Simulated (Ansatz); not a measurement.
Geometry optimisation, RKS B3LYP-D4/def2-SVP (Ansatz).

Input file:

```yaml
crystal:
  periodic: [false, false, false]
  atoms:
    - { symbol: Hf, position_ang: [0.0, 0.0, 0.0] }
    - { symbol: Cl, position_ang: [0.0, 0.0, 2.87] }
    - { symbol: Cl, position_ang: [2.3764, 0.0, -0.8392] }
    - { symbol: O, position_ang: [-0.975, 1.6891, -0.6893] }
    - { symbol: H, position_ang: [-1.9328, 1.4584, -0.9117] }
    - { symbol: O, position_ang: [-0.975, -1.6891, -0.6893] }
    - { symbol: H, position_ang: [-1.4296, -2.1548, 0.0831] }
    - { symbol: F, position_ang: [1.1957, 1.8033, 0.7189] }
    - { symbol: H, position_ang: [0.8728, 1.3162, 1.9315] }
basis:
  gaussian: { orbitals: def2-SVP }
hamiltonian:
  xc: b3lyp
  dispersion: d4
relax:
  f_tol: 0.15
  max_steps: 25
  restrain:
    - { distance: [0, 7], at: 1.98, k: 30.0 }
    - { distance: [8, 1], at: 1.37, k: 30.0 }
    - { distance: [0, 1], at: 3.72, k: 30.0 }
    - { distance: [8, 7], at: 2.12, k: 30.0 }
```

Launched with:

```bash
$ ansatz run input.yaml --threads 4 --pin off --max-ram 5120MiB --backend cpu --events-out ev --progress --plain --runs-dir out
```

Problem. Where does it end, and by what steps?

Solution. It converged. The restraints hold the end off the free minimum. After 16 steps the energy has fallen by 3.061 eV (the restraints' own energy left out); Cl3 moved furthest, 1.69 Å. Joined: Cl2–H9 (1.84 → 1.33 Å).

```csv
step,energy less start (eV),largest force component (eV/Å),accepted
0,0.0000,3.838,yes
1,0.0570,2.633,yes
2,-0.2069,2.212,yes
3,-0.9348,1.385,yes
4,-1.6782,1.081,yes
5,-2.1865,0.911,yes
6,-2.5079,0.955,yes
7,-2.7187,0.985,yes
8,-2.8419,0.878,yes
9,-2.8954,0.846,yes
10,-2.9298,0.802,yes
11,-2.9375,1.203,yes
12,-2.9940,0.974,yes
13,-3.0176,1.016,yes
14,-3.0466,0.981,yes
15,-3.0426,1.203,yes
16,-3.0614,0.996,yes
```

```xyz
9
Properties=species:S:1:pos:R:3
Hf 0.390 0.220 -0.449
Cl -0.994 0.690 2.971
Cl 1.732 0.020 -2.403
O -1.062 1.401 -0.844
H -1.869 1.911 -0.923
O -0.187 -1.535 0.056
H -0.655 -2.291 0.413
F 1.509 0.987 0.971
H 0.267 1.019 2.683
```

The run took 52 s on 4 threads of Arm Neoverse V1, with other jobs on the host, peak memory 0.34 GiB.
